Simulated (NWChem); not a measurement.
System: CH$_{4}$SSi, singlet; SMILES [Si](S)C

The following NWChem deck was run.

```
start job
memory heap 200 mb stack 900 mb global 1100 mb
geometry units angstroms
  Si     0.812884    -0.516448     0.199697
  C      1.410475     1.274903    -0.101998
  H      0.962355     1.959125     0.602486
  H      1.133273     1.615037    -1.111141
  H      2.491627     1.358366    -0.010577
  S     -1.330769    -0.136752    -0.124151
  H     -1.707501    -1.388611     0.094433
end
basis spherical
  * library def2-svp
end
dft
  xc hfexch
  iterations 150
end
driver
  maxiter 150
  loose
end
task dft optimize
```

Excerpt of the output:

```
             Northwest Computational Chemistry Package (NWChem) 7.3.0
             --------------------------------------------------------

 C1  symmetry detected

                             Geometry "geometry" -> ""
                             -------------------------

 Output coordinates in angstroms (scale by  1.889725989 to convert to a.u.)

  No.       Tag          Charge          X              Y              Z
 ---- ---------------- ---------- -------------- -------------- --------------
    1 Si                  14.0000    -0.78575547    -0.58583682    -0.00028595
    2 C                    6.0000     0.78927698    -1.67042887     0.00219882
    3 H                    1.0000     1.39328194    -1.47851455     0.87605001
    4 H                    1.0000     1.41191800    -1.45800924    -0.87989966
    5 H                    1.0000     0.54651164    -2.73111949    -0.01242700
    6 S                   16.0000     0.23688171     1.36313921     0.00034352
    7 H                    1.0000    -0.87690419     2.08170469     0.00159065

 Effective nuclear repulsion energy (a.u.)     129.7073020365

                                Z-matrix (autoz)
                                --------

 Units are Angstrom for bonds and degrees for angles

      Type          Name      I     J     K     L     M      Value
      ----------- --------  ----- ----- ----- ----- ----- ----------
    1 Stretch                  1     2                       1.91235
    2 Stretch                  1     6                       2.20098
    3 Stretch                  2     3                       1.07948
    4 Stretch                  2     4                       1.10041
    5 Stretch                  2     5                       1.08822
    6 Stretch                  6     7                       1.32546
    7 Bend                     1     2     3               111.16536
    8 Bend                     1     2     4               110.82401
    9 Bend                     1     2     5               111.65724
   10 Bend                     1     6     7                95.14212
   11 Bend                     2     1     6                96.86567
   12 Bend                     3     2     4               107.33722
   13 Bend                     3     2     5               107.99850
   14 Bend                     4     2     5               107.67445
   15 Torsion                  2     1     6     7        -179.87039
   16 Torsion                  3     2     1     6          60.15199
   17 Torsion                  4     2     1     6         -59.13243
   18 Torsion                  5     2     1     6        -179.16732

  xc_inp: hfexch multiplicative factor not found.

                           NWChem Geometry Optimization
                           ----------------------------

 maximum gradient threshold         (gmax) =   0.004500
 rms gradient threshold             (grms) =   0.003000
 maximum cartesian step threshold   (xmax) =   0.018000
 rms cartesian step threshold       (xrms) =   0.012000
 fixed trust radius                (trust) =   0.300000
 source of zmatrix                         =   autoz

          -------------------
          Energy Minimization
          -------------------

 Using diagonal initial Hessian
 Scaling for Hessian diagonals: bonds = 1.00  angles = 0.25  torsions = 0.10

          --------
          Step   0

                                 NWChem DFT Module
                                 -----------------

 Summary of "ao basis" -> "ao basis" (spherical)
 ------------------------------------------------------------------------------
       Tag                 Description            Shells   Functions and Types
 ---------------- ------------------------------  ------  ---------------------
 Si                         def2-svp                 8       18   4s3p1d
 C                          def2-svp                 6       14   3s2p1d
 H                          def2-svp                 3        5   2s1p
 S                          def2-svp                 8       18   4s3p1d

            General Information
            -------------------
          SCF calculation type: DFT
          Wavefunction type:  closed shell.
          No. of atoms     :     7
          No. of electrons :    40
           Alpha electrons :    20
            Beta electrons :    20
          Charge           :     0
          Spin multiplicity:     1
          Use of symmetry is: off; symmetry adaption is: off
          Maximum number of iterations: 150
          AO basis - number of functions:    70
                     number of shells:    34
          Convergence on energy requested:  1.00D-06
          Convergence on density requested:  1.00D-05
          Convergence on gradient requested:  5.00D-04

              XC Information
              --------------
                     Hartree-Fock (Exact) Exchange  1.000

      Superposition of Atomic Density Guess
      -------------------------------------

 Sum of atomic energies:        -725.70778935

      Non-variational initial energy
      ------------------------------

 Total energy =    -726.732562
 1-e energy   =   -1260.156059
 2-e energy   =     403.716195
 HOMO         =      -0.221635
 LUMO         =      -0.044677

   convergence    iter        energy       DeltaE   RMS-Dens  Diis-err
 ---------------- ----- ----------------- --------- --------- ---------
 d= 0,ls=0.0,diis     1   -726.3670746073 -8.56D+02  7.36D-03  1.95D-01
 d= 0,ls=0.0,diis     2   -726.4019197972 -3.48D-02  2.26D-03  2.63D-02
 d= 0,ls=0.0,diis     3   -726.4067421560 -4.82D-03  1.21D-03  2.43D-03
 d= 0,ls=0.0,diis     4   -726.4074796690 -7.38D-04  2.95D-04  8.15D-05
 d= 0,ls=0.0,diis     5   -726.4075137051 -3.40D-05  1.13D-04  9.11D-06
  Resetting Diis
 d= 0,ls=0.0,diis     6   -726.4075186476 -4.94D-06  3.87D-05  1.13D-06
 d= 0,ls=0.0,diis     7   -726.4075193271 -6.80D-07  8.56D-06  1.40D-07

         Total DFT energy =     -726.407519327108
      One electron energy =    -1262.180644434889
           Coulomb energy =      458.044331625242
    Exchange-Corr. energy =      -51.978508553918
 Nuclear repulsion energy =      129.707302036457

 Numeric. integr. density =        0.000000000000

                       DFT Final Molecular Orbital Analysis
                       ------------------------------------

 Vector   18  Occ=2.000000D+00  E=-4.408401D-01
              MO Center=  1.7D-01, -3.1D-02,  4.8D-04, r^2= 3.5D+00
   Bfn.  Coefficient  Atom+Function         Bfn.  Coefficient  Atom+Function
  ----- ------------  ---------------      ----- ------------  ---------------
    59      0.310228  6 S  py                56      0.242722  6 S  py
    58      0.236367  6 S  px                 9     -0.233708  1 Si py
    22     -0.230677  2 C  px                23      0.209612  2 C  py
    55      0.164238  6 S  px                12     -0.153681  1 Si py
    25     -0.149284  2 C  px                26      0.141289  2 C  py

 Vector   19  Occ=2.000000D+00  E=-3.831820D-01
              MO Center=  1.5D-01,  1.2D+00, -6.8D-04, r^2= 1.8D+00
   Bfn.  Coefficient  Atom+Function         Bfn.  Coefficient  Atom+Function
  ----- ------------  ---------------      ----- ------------  ---------------
    60      0.637576  6 S  pz                57      0.413345  6 S  pz
    54      0.238189  6 S  pz                13      0.139121  1 Si pz
    10      0.080878  1 Si pz                27     -0.062740  2 C  pz
     7     -0.049949  1 Si pz                24     -0.049594  2 C  pz
    15      0.046873  1 Si d -1              38      0.039244  4 H  s

 Vector   20  Occ=2.000000D+00  E=-3.235075D-01
              MO Center= -8.5D-01, -4.0D-01, -9.4D-04, r^2= 3.3D+00
   Bfn.  Coefficient  Atom+Function         Bfn.  Coefficient  Atom+Function
  ----- ------------  ---------------      ----- ------------  ---------------
     4      0.438880  1 Si s                  3      0.348467  1 Si s
    11     -0.322889  1 Si px                 8     -0.307363  1 Si px
    59      0.229308  6 S  py                58      0.225422  6 S  px
     2      0.210675  1 Si s                 22      0.180629  2 C  px
    21     -0.175476  2 C  s                  5      0.163121  1 Si px

 Vector   21  Occ=0.000000D+00  E= 3.780966D-02
              MO Center= -7.2D-01, -4.8D-01, -1.2D-04, r^2= 3.3D+00
   Bfn.  Coefficient  Atom+Function         Bfn.  Coefficient  Atom+Function
  ----- ------------  ---------------      ----- ------------  ---------------
    13      0.842827  1 Si pz                60     -0.326525  6 S  pz
    10      0.295158  1 Si pz                 7     -0.184403  1 Si pz
    39      0.154301  4 H  s                 34     -0.147139  3 H  s
    57     -0.130400  6 S  pz                33     -0.084548  3 H  s
    38      0.084843  4 H  s                 54     -0.078370  6 S  pz

 Vector   22  Occ=0.000000D+00  E= 1.453488D-01
              MO Center= -4.9D-01, -9.3D-01, -6.3D-03, r^2= 5.3D+00
   Bfn.  Coefficient  Atom+Function         Bfn.  Coefficient  Atom+Function
  ----- ------------  ---------------      ----- ------------  ---------------
    21      1.917919  2 C  s                 12      1.141906  1 Si py
    39     -0.571917  4 H  s                 34     -0.566450  3 H  s
    44     -0.552099  5 H  s                  4     -0.417799  1 Si s
    59      0.395439  6 S  py                51     -0.340327  6 S  s
    11     -0.308927  1 Si px                58      0.275440  6 S  px

[...]

      ----------------------
      Optimization converged
      ----------------------

  Step       Energy      Delta E   Gmax     Grms     Xrms     Xmax
  ---- ---------------- -------- -------- -------- -------- --------
@    3    -726.40855526 -6.6D-06  0.00062  0.00020  0.00535  0.01591
                                     ok       ok       ok       ok

                                Z-matrix (autoz)
                                --------

 Units are Angstrom for bonds and degrees for angles

      Type          Name      I     J     K     L     M      Value     Gradient
      ----------- --------  ----- ----- ----- ----- ----- ---------- ----------
    1 Stretch                  1     2                       1.91112   -0.00040
    2 Stretch                  1     6                       2.15023    0.00011
    3 Stretch                  2     3                       1.09467   -0.00007
    4 Stretch                  2     4                       1.09473    0.00003
    5 Stretch                  2     5                       1.09149   -0.00015
    6 Stretch                  6     7                       1.33664    0.00062
    7 Bend                     1     2     3               111.13444    0.00004
    8 Bend                     1     2     4               111.20350   -0.00008
    9 Bend                     1     2     5               110.70708   -0.00006
   10 Bend                     1     6     7                97.96700    0.00020
   11 Bend                     2     1     6                96.58645   -0.00007
   12 Bend                     3     2     4               107.13076   -0.00005
   13 Bend                     3     2     5               108.18600    0.00001
   14 Bend                     4     2     5               108.33713    0.00014
   15 Torsion                  2     1     6     7        -179.63471    0.00014
   16 Torsion                  3     2     1     6          60.10096   -0.00003
   17 Torsion                  4     2     1     6         -59.15350    0.00005
   18 Torsion                  5     2     1     6        -179.64459   -0.00003

                         Geometry "geometry" -> "geometry"
                         ---------------------------------

 Output coordinates in angstroms (scale by  1.889725989 to convert to a.u.)

  No.       Tag          Charge          X              Y              Z
 ---- ---------------- ---------- -------------- -------------- --------------
    1 Si                  14.0000    -0.78454637    -0.58450888    -0.00520817
    2 C                    6.0000     0.79255955    -1.66390992    -0.00378786
    3 H                    1.0000     1.40428330    -1.46777572     0.88257332
    4 H                    1.0000     1.41630099    -1.45474648    -0.87878659
    5 H                    1.0000     0.53442022    -2.72440925    -0.01168454
    6 S                   16.0000     0.21835476     1.31750626    -0.00152022
    7 H                    1.0000    -0.86616185     2.09877892     0.00598446

 Effective nuclear repulsion energy (a.u.)     131.2292174991

                Final and change from initial internal coordinates
                --------------------------------------------------

                                Z-matrix (autoz)
                                --------

 Units are Angstrom for bonds and degrees for angles

      Type          Name      I     J     K     L     M      Value       Change
      ----------- --------  ----- ----- ----- ----- ----- ---------- ----------
    1 Stretch                  1     2                       1.91112   -0.00123
    2 Stretch                  1     6                       2.15023   -0.05075
    3 Stretch                  2     3                       1.09467    0.01520
    4 Stretch                  2     4                       1.09473   -0.00568
    5 Stretch                  2     5                       1.09149    0.00328
    6 Stretch                  6     7                       1.33664    0.01118
    7 Bend                     1     2     3               111.13444   -0.03092
    8 Bend                     1     2     4               111.20350    0.37949
    9 Bend                     1     2     5               110.70708   -0.95016
   10 Bend                     1     6     7                97.96700    2.82488
   11 Bend                     2     1     6                96.58645   -0.27922
   12 Bend                     3     2     4               107.13076   -0.20646
   13 Bend                     3     2     5               108.18600    0.18750
   14 Bend                     4     2     5               108.33713    0.66268
   15 Torsion                  2     1     6     7        -179.63471    0.23568
   16 Torsion                  3     2     1     6          60.10096   -0.05103
   17 Torsion                  4     2     1     6         -59.15350   -0.02107
   18 Torsion                  5     2     1     6        -179.64459   -0.47727

 ==============================================================================
                                internuclear distances
 ------------------------------------------------------------------------------
       center one      |      center two      | atomic units |  angstroms
 ------------------------------------------------------------------------------
    2 C                |   1 Si               |     3.61149  |     1.91112
    3 H                |   2 C                |     2.06863  |     1.09467
    4 H                |   2 C                |     2.06873  |     1.09473
    5 H                |   2 C                |     2.06262  |     1.09149
    6 S                |   1 Si               |     4.06334  |     2.15023
    7 H                |   6 S                |     2.52589  |     1.33664
 ------------------------------------------------------------------------------
                         number of included internuclear distances:          6
 ==============================================================================
```

Level: Hartree-Fock/def2-SVP. Low-valent species are run as closed-shell singlets; no triplet was tried in these runs.
